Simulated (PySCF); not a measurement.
First SCF of a structure search on triplet TaCl3, at a hand-made trigonal pyramidal geometry. PySCF input:

```python
from pyscf import gto, scf, dft
mol = gto.M(atom='''
Ta     0.000000     0.000000     0.000000
Cl     2.163200     0.000000     1.150200
Cl    -1.081600     1.873400     1.150200
Cl    -1.081600    -1.873400     1.150200''',
    basis={'Ta': 'def2-TZVP', 'Cl': 'def2-TZVP'},
    ecp={'Ta': 'def2-TZVP'},
    charge=0, spin=2)
mf = dft.UKS(mol, xc='PBE0')
mf.grids.atom_grid = (50, 194)
aux = {'Ta': 'def2-universal-JKFIT', 'Cl': 'def2-universal-JKFIT'}
mf = mf.density_fit(auxbasis=aux)
mf.conv_tol = 1e-08
mf.diis_space = 10
mf.max_cycle = 60
mf.init_guess = 'minao'
mf.verbose = 4
mf.kernel()
```

Excerpt of the output (cycles alone):

```
init E= -1418.08890085284
cycle= 1 E= -1437.16972255844  delta_E= -19.1  |g|= 0.467  |ddm|= 4.03
cycle= 2 E= -1437.01024494321  delta_E= 0.159  |g|= 0.672  |ddm|= 1.12
cycle= 3 E= -1437.2759381035  delta_E= -0.266  |g|= 0.156  |ddm|= 0.76
cycle= 4 E= -1437.28831086217  delta_E= -0.0124  |g|= 0.064  |ddm|= 0.174
cycle= 5 E= -1437.29049150123  delta_E= -0.00218  |g|= 0.0111  |ddm|= 0.0695
cycle= 6 E= -1437.29059751794  delta_E= -0.000106  |g|= 0.00429  |ddm|= 0.0176
cycle= 7 E= -1437.29063739802  delta_E= -3.99e-05  |g|= 0.00193  |ddm|= 0.0129
cycle= 8 E= -1437.29065269973  delta_E= -1.53e-05  |g|= 0.00131  |ddm|= 0.00866
cycle= 9 E= -1437.29066069858  delta_E= -8e-06  |g|= 0.000646  |ddm|= 0.00703
cycle= 10 E= -1437.29066398628  delta_E= -3.29e-06  |g|= 0.00036  |ddm|= 0.00492
cycle= 11 E= -1437.29066546904  delta_E= -1.48e-06  |g|= 0.000191  |ddm|= 0.00382
cycle= 12 E= -1437.29066601436  delta_E= -5.45e-07  |g|= 8.28e-05  |ddm|= 0.0032
cycle= 13 E= -1437.29066605952  delta_E= -4.52e-08  |g|= 3.42e-05  |ddm|= 0.000813
cycle= 14 E= -1437.29066606464  delta_E= -5.12e-09  |g|= 1.94e-05  |ddm|= 0.000181
Extra cycle  E= -1437.29066606591  delta_E= -1.27e-09  |g|= 1.9e-05  |ddm|= 7.9e-05
converged SCF energy = -1437.29066606591  <S^2> = 2.0127483  2S+1 = 3.0084869
```

No lower solution of this spin was found from smeared starts or by a stability analysis within the unrestricted form.

With open d or f shells other occupations or spin states may lie lower. No spin–orbit coupling is included, which matters more the heavier the element.

The search for the lowest solution, 3 starts and the stability check together, took 38 s on 4 threads of a shared Arm Neoverse V1 host, with 151 basis functions; the process peaked at 0.65 GiB.
